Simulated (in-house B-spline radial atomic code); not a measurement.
**Functionals against NIST's ionisation energies along a row: Be⁺ to Ne⁺**

Ionisation energies as differences of self-consistent total energies from an all-electron radial atomic-structure program (B-spline basis): all electrons, radial basis limit, scalar-relativistic (one-electron X2C), spin-polarised at highest spin, spherical densities; exact exchange is averaged over the determinants of each configuration. No spin-orbit coupling, Breit or QED terms. NIST's values run from ground level to ground level, so in open shells the differences also hold multiplet and fine-structure energies that spherical high-spin averages miss. Columns give computed minus NIST, in eV; a star marks a semi-empirical value. Species are left out where the tabulated value is theory, is uncertain by more than 0.12 eV, or (13 ions, such as In⁴⁺, Te⁴⁺ and Bi⁴⁺) lies off its series for all methods alike, which flatters the means a little.

```
species  shell  NIST (eV)  r2SCAN  B3LYP  HSE06  wB97X
    Be⁺     2s      18.21   -0.02  +0.41  +0.24  -0.27
     B⁺     2s      25.15   -0.89  -0.41  -0.59  -0.89
     C⁺     2p      24.38   -0.06  +0.41  +0.26  +0.09
     N⁺     2p     29.60*   +0.78  +0.55  +0.45  +0.32
     O⁺     2p      35.12   +1.20  +0.38  +0.34  +0.15
     F⁺     2p      34.97   -0.92  +0.27  -0.07  -0.19
    Ne⁺     2p      40.96   +0.44  +0.46  +0.24  +0.19
```

**Question.** How do the methods rank, and which species is hardest?

**Answer.** Mean absolute (signed) differences: wB97X 0.30 (-0.08) eV; HSE06 0.31 (+0.13) eV; B3LYP 0.41 (+0.30) eV; r2SCAN 0.62 (+0.07) eV. For B⁺, which loses a 2s electron, the nearest method is off by -0.41 eV, the largest such miss. The first two are tied within the accuracy of the references.
